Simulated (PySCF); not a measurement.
## Tl (thallium, neutral) across methods

[Xe] 4f14 5d10 6s1 6p2, high-spin 4P determinant (an excited configuration). Calculation: PySCF 2.14, in aug-cc-pVTZ-DK3; the spin-free X2C one-electron Hamiltonian (Gaussian nucleus).

```csv
method,E (hartree),mean ε 5d β (eV),mean ε 6s α (eV),mean ε 6p α (eV),Σ⟨r²⟩ (bohr²),⟨S²⟩
MN15,-20261.34,-19.380,-13.347,-4.963,73.01,3.752
UHF,-20241.58390,-24.055,-15.701,-6.663,74.00,3.758
PBE,-20247.62,-16.693,-11.221,-3.675,74.31,3.752
PBE0,-20247.34,-18.746,-12.519,-4.508,73.65,3.753
B3LYP,-20247.85,-18.373,-12.211,-4.245,74.12,3.752
LDA,-20235.21,-16.904,-11.450,-3.772,74.01,3.752
```

(1) Estimate the same row for r2SCAN.

Spin-orbit coupling is strong in this species (close to jj coupling), so the high-spin LS determinant is a model state, not a physical level.

Answers

(1) E (hartree) = -20247.58; mean ε 5d β (eV) = -17.054; mean ε 6s α (eV) = -11.750; mean ε 6p α (eV) = -3.928; Σ⟨r²⟩ (bohr²) = 73.15; ⟨S²⟩ = 3.756.
